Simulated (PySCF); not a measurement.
## Mayer bond orders and bond lengths

Species: C8H16S.
Atom-mapped SMILES: `[CH3:1][CH2:2][S:3][CH2:4][CH2:5][CH:6]1[CH2:7][CH2:8][CH2:9]1` (hydrogens: H10, H11, H12 on C1; H13, H14 on C2; H15, H16 on C4; H17, H18 on C5; H19 on C6; H20, H21 on C7; H22, H23 on C8; H24, H25 on C9)

Cartesian coordinates in Å at the GFN2-xTB level; atoms count from 1:
```
atom  x, y, z in Å
C1     3.7547    0.2572    0.0967
C2     2.5996    0.3501    1.0742
S3     1.5542   -1.1470    1.1035
C4     0.8181   -1.1525   -0.5661
C5    -0.0900    0.0339   -0.8544
C6    -1.2580    0.1185    0.1154
C7    -2.2932    1.2255   -0.1532
C8    -3.4181    0.1880   -0.0237
C9    -2.3704   -0.9354   -0.0361
H10    3.3970    0.2004   -0.9291
H11    4.3541   -0.6259    0.3046
H12    4.3865    1.1387    0.1884
H13    2.9647    0.4295    2.0977
H14    1.9594    1.2067    0.8645
H15    0.2507   -2.0822   -0.5925
H16    1.6294   -1.2164   -1.2914
H17   -0.4683   -0.0697   -1.8756
H18    0.4838    0.9637   -0.8118
H19   -0.8754    0.1548    1.1370
H20   -2.2117    1.6396   -1.1570
H21   -2.3135    2.0433    0.5640
H22   -4.1420    0.1702   -0.8358
H23   -3.9528    0.2598    0.9208
H24   -2.3251   -1.4602   -0.9891
H25   -2.4447   -1.6664    0.7659
```

Bond orders from the PBE0/pcSseg-1 density (PySCF). Geometry: GFN2-xTB, one conformer, isolated molecule.

**Question.** Where do the orders between heavy atoms depart from those drawn in the SMILES?

**Answer.** The largest departure is 0.055, at C8–C9 (drawn single, 1.055) and C7–C8 (drawn single, 1.052).

**Question.** Give the Mayer order of every bond between heavy atoms, beside its length.

**Answer.** 
```csv
bond,drawn as,length (Å),Mayer order
C1–C2,single,1.516,1.026
C2–S3,single,1.826,1.003
S3–C4,single,1.825,1.011
C4–C5,single,1.522,1.018
C5–C6,single,1.520,1.000
C6–C7,single,1.539,1.008
C7–C8,single,1.536,1.052
C8–C9,single,1.536,1.055
C9–C6,single,1.540,1.000
```

By pair of heavy elements: C–C: lowest C5–C6 and C9–C6 (1.000, 1.520 Å), highest C8–C9 and C7–C8 (1.055, 1.536 Å); in 6 of the 21 pairs the longer bond (by over 0.003 Å) has the higher order (by 0.02 or more). C–S: all 2 within 0.02 of one another (1.003 to 1.011). Bonds named together lie within 0.004.

**Question.** And the bonds to hydrogen?

**Answer.** C–H: 0.92 to 0.96 (16 bonds).

**Question.** Sum the orders of all bonds at each heavy atom with more than one neighbour and set the sums beside the valence in the SMILES.

**Answer.** C1 3.913 (drawn 4), C2 3.910 (drawn 4), S3 2.014 (drawn 2), C4 3.910 (drawn 4), C5 3.902 (drawn 4), C6 3.932 (drawn 4), C7 3.964 (drawn 4), C8 4.014 (drawn 4), C9 3.955 (drawn 4). Orders between atoms that aren't bonded are not in these sums.

For a closed shell the Mayer order of atoms A and B is Σ (PS)μν (PS)νμ over the basis functions μ on A and ν on B, with P the density and S the overlap matrix.
